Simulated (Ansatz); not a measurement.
A geometry relaxed with PBE-D3(BJ)/def2-SVP (Ansatz, a first-principles code), charge 0, multiplicity 1:

```xyz
22

C     -1.2610     1.0145    -0.1859
C      3.4857     0.7534     0.2933
N      2.3982     1.4869     0.1182
H      0.1304     2.6931    -0.2176
H      2.2164    -2.4328     0.4850
C      1.1957     0.8384     0.0673
H     -2.3478     3.1284    -0.5028
H     -2.7764    -2.7823     0.0510
C      0.0106     1.6031    -0.1216
H      4.4271    -1.2058     0.5745
H     -3.6137     1.4569    -0.4620
C      3.4793    -0.6655     0.4316
C      1.0715    -0.5910     0.1958
H      4.4480     1.2965     0.3316
C      2.2686    -1.3373     0.3826
H     -3.7348    -1.1088    -1.4501
C     -0.2236    -1.1889     0.1313
H     -3.9729    -0.8598     0.9700
H     -0.2882    -2.2851     0.2337
B     -2.4910     1.9249    -0.3972
Si    -3.0495    -1.3118    -0.1271
C     -1.3725    -0.4271    -0.0537
```

Problem. Write the SMILES of this molecule.

Solution. `Bc1cc2ncccc2cc1[SiH3]`
